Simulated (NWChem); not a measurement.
HSeSCl; SMILES Cl[Se]S

```xyz
4

Se     0.6741    -0.0328     0.0066
Cl    -0.6224     1.7930     0.0108
S     -0.7129    -1.7198     0.0553
H     -0.9333    -1.8508    -1.2918
```
Atoms are numbered in this order, from 1.

Computed with NWChem. Pople sets run with spherical d functions. All runs use the structure optimised with PBE-D3(BJ)/def2-SVP. Total energies compare along this basis series because the functional is fixed.

```
level          basis functions  energy (Ha)  highest occupied level (eV)  orbital gap (eV)  dipole (D)
-------------  ---------------  -----------  ---------------------------  ----------------  ----------
TPSS/STO-3G                 37   -3224.4365                        -3.49              3.23        2.92
TPSS/3-21G                  50   -3244.8962                        -6.21              2.49        2.43
TPSS/6-31G*                 70   -3260.1937                          [?]              2.56         [?]
TPSS/6-311G**              102   -3260.5203                        -6.14              2.56        2.16
```

Q: Some entries are withheld; supply them.

A: 
- TPSS/6-31G*, highest occupied level (eV): -6.05
- TPSS/6-31G*, dipole (D): 2.10
